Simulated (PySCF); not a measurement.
# Bond length, frequency and bond energy of GaP⁻ by level of theory

State: ²Σ⁺ (doublet), unpaired electrons σ ↑. Set-up: Ga def2-TZVPPD, P def2-TZVPPD; no relativity (PySCF 2.14). De refers to Ga + P⁻ in their high-spin ground configurations, without counterpoise correction. The functionals are run spin-unrestricted. A positive dipole points towards P; it is taken about the centre of mass and depends on that origin. Levels whose curve was spin-contaminated or gave no clean fit are not listed.

```csv
Level,Re (Å),ωe (cm⁻¹),De (eV),μ (D),"CPU s a point (SCF and correlation, without the integrals)"
ROHF-CCSD,2.141,448,n/a,n/a,n/a
ROHF-CCSD(T),2.146,443,n/a,n/a,180
PBE,2.144,434,n/a,-3.57,2.5
PBEsol,2.126,447,n/a,-3.49,1.7
revPBE,2.154,428,n/a,-3.62,1.7
BP86,2.147,429,3.77,-3.56,2.5
r²SCAN,2.123,451,n/a,-3.59,5.4
B3LYP,2.148,429,3.42,-3.81,5.9
PBE0,2.129,450,n/a,-3.82,5.1
HSE06,2.131,447,n/a,-3.76,4.9
M06-2X,2.143,449,n/a,-4.31,5.4
```

(1) What does the triples do here, going from ROHF-CCSD to ROHF-CCSD(T)?

Correlated steps freeze 14 core orbitals. Spin–orbit coupling is left out. For an ion De counts to the pair picked by the measured ionisation energies or electron affinities, which need not be the lowest pair at this level. The highest Kohn–Sham level is positive in this anion. Much of that is self-interaction error, but it also means that the finite basis helps to hold the extra electron. The state was picked by a PBE0 search and need not be the measured ground state.

The whole job (state search and all levels along the bond) took about 18 min on 2 threads of Arm Neoverse V1 (shared host), peak memory 4.3 GiB.

## Answers

(1) ROHF-CCSD(T) less ROHF-CCSD: +0.5 pm in Re, -1.1 % in ωe. Correlation nearly always deepens the well. The bond lengthens, as in strong covalent bonds, where excitations into antibonding orbitals dominate.
